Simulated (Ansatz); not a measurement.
Consider the ligand exchange at a B–N bond: `C=C([SiH3])NBF` + `C=N` → `C=NBF` + `C=C(N)[SiH3]`.

Program: Ansatz. Geometries: PBE0-D4/def2-TZVP. ΔE: electronic, gas phase. CCSD(T)/CBS is the MP2 limit (def2-TZVPP, def2-QZVPP) plus CCSD(T) − MP2 in def2-TZVPP, frozen cores. This one scheme is used for every species. DFT in def2-TZVPP. Each species was taken in one conformer, which may not be the lowest.

| level | ΔE (eV) |
| --- | --- |
| r2SCAN-D4 | 0.39 |
| HF/def2-QZVPP | 0.50 |

(1) What does CCSD(T)/CBS give? (An estimate is asked.)

Largest T1 diagnostic among the species: 0.014.

Answers

(1) The calculation gave: +0.53 eV. The listed levels differ from it by -0.14, -0.03 eV.

The D4 term adds +0.05 eV with B3LYP and +0.03 eV with PBE0; it sums over pairs of atoms, weighted by their polarisabilities, and B3LYP, whose exchange is more repulsive, gets the larger term. From PBE to PBE0 (25 % exact exchange), in def2-TZVPP and without D4, ΔE moves by +0.06 eV.

B3LYP here is the variant with VWN-RPA as its local correlation; programs differ in this.
